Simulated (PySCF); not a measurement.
A PySCF script (with the pyscf-properties extension) for the NMR shieldings of `Cl[SiH2][Si@H](CC=C)[SiH3]`, C₃H₁₁ClSi₃, on a GFN2-xTB geometry:

```python
import basis_set_exchange as bse
import numpy as np
from pyscf import gto, dft
from pyscf.prop import nmr

atoms = """
C     2.989439    0.585867   -0.641817
C     1.873091   -0.064386   -0.918939
C     0.530258    0.559790   -0.996812
Si   -0.490542    0.115967    0.575440
Si   -0.725654   -2.200068    0.719097
Si   -2.426642    1.405286    0.501223
Cl   -3.769507    0.546481    1.766876
H     2.994946    1.652595   -0.486925
H     3.939777    0.086536   -0.565748
H     1.894650   -1.136983   -1.068556
H     0.625666    1.641959   -1.088644
H     0.005690    0.196862   -1.882081
H     0.344086    0.606269    1.697152
H    -2.008251   -2.567175    1.319846
H    -0.683173   -2.835374   -0.604101
H     0.323431   -2.843858    1.514909
H    -2.325977    2.797131    0.947072
H    -3.100047    1.459418   -0.799648
"""
names = dict.fromkeys(["C", "Si", "Cl", "H"], "pcSseg-1")
basis = {el: gto.basis.parse(bse.get_basis(n, elements=[el], fmt="nwchem")) for el, n in names.items()}
mol = gto.M(atom=atoms, basis=basis, charge=0, verbose=0)
mf = dft.RKS(mol, xc="PBE0")
mf.grids.level = 2
mf.grids.alignment = dft.numint.BLKSIZE   # the property module wants whole blocks of grid points
mf.conv_tol = 1e-9
mf.kernel()

calc = nmr.RKS(mf)   # GIAO
C = mf.mo_coeff
Co = C[:, mf.mo_occ > 0]
resp = mf.gen_response(singlet=True, hermi=2)
def vind(x):   # induced exchange potential for any number of trial vectors
    d = np.einsum("pi,xij,qj->xpq", C, 2 * x.reshape(-1, C.shape[1], Co.shape[1]), Co, optimize=True)
    return np.einsum("xpq,pi,qj->xij", resp(d - d.transpose(0, 2, 1)), C, Co, optimize=True).ravel()
mo1, _ = nmr.rhf.solve_mo1(calc, with_cphf=vind)
sigma = calc.kernel(mo1)
for i, s in enumerate(sigma):   # ppm
    print("%2d %-2s %9.2f" % (i, mol.atom_pure_symbol(i), np.trace(s) / 3))
```

Problem. What are the results?

Solution. 
```
 0 C      66.66
 1 C      42.78
 2 C     164.71
 3 Si    420.38
 4 Si    467.49
 5 Si    380.13
 6 Cl   1056.23
 7 H      26.39
 8 H      26.53
 9 H      25.62
10 H      29.93
11 H      30.17
12 H      27.81
13 H      28.03
14 H      28.16
15 H      28.02
16 H      26.21
17 H      26.45
```

These numbers come from an equivalent density-fitted implementation of the same equations, which agrees with the script to about 0.01 ppm for H and up to a few tenths of a ppm for heavy atoms, so last digits may differ.

Problem. Turn these shieldings into chemical shifts. References, each an isolated molecule treated in the same way: 13C (σ = 186.93 ppm) and 29Si (σ = 349.16 ppm) and 1H (σ = 31.72 ppm) vs TMS; HCl for 35Cl (σ = 949.78 ppm).

Solution. Averaging equivalent atoms: C 1: 144.1; C 0: 120.3; C 2: 22.2; Si 5: -31.0; Si 3: -71.2; Si 4: -118.3; Cl 6: -106; H 9: 6.10; H 16: 5.50; H 7: 5.32; H 17: 5.26; H 8: 5.19; H 12: 3.91; H 13/14/15: 3.65; H 10: 1.79; H 11: 1.54 ppm. 

Size and cost of the density-fitted run: 202 basis functions, 59 s wall time on 1 thread of an Arm Neoverse V1, shared host; peak memory 0.91 GiB.
